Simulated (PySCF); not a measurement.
## UHF on Cl+ (chlorine, charge +1)

Configuration: [Ne] 3s2 3p4, high-spin 3P determinant. Computed with PySCF 2.14 in pcseg-2 (5s4p2d1f, 34 functions), with the non-relativistic Hamiltonian (point nucleus).

* Total energy: -459.044742 hartree
* One-electron energy: -627.4451 hartree
* Hartree (Coulomb) energy: 195.6671 hartree
* Exchange energy: -27.2668 hartree
* Kinetic energy: 459.69183 hartree
* ⟨S²⟩: 2.0099
* ⟨L²⟩: 2.035
* Sum of ⟨r⟩: 13.36 bohr
* Sum of ⟨r²⟩: 20.80 bohr²
* Traceless quadrupole moment −½Σ⟨3z² − r²⟩ along its main axis: -1.44 e·bohr²
* Density at the nucleus (Gaussians lack the cusp): 3140 bohr⁻³
* Spin density at the nucleus: 0.380 bohr⁻³
* Langevin diamagnetic susceptibility: -16.5 ×10⁻⁶ cm³/mol
* Time after the integrals: 0.08 s of wall time on 1 thread of AMD EPYC 9R14 (shared host)

```csv
shell,electrons,mean orbital energy (eV),spread (eV),"rms radius, mean of both spins (bohr)"
1s α,1,-2866.1,0,0.106
1s β,1,-2865.4,0,0.106
2s α,1,-301.41,0,0.482
2s β,1,-300.71,0,0.482
2p α,3,-232.70,0.752,0.451
2p β,3,-231.45,0.586,0.451
3s α,1,-43.525,0,1.63
3s β,1,-36.612,0,1.63
3p α,3,-26.356,2.247,1.86
3p β,1,-23.642,0,1.86
```
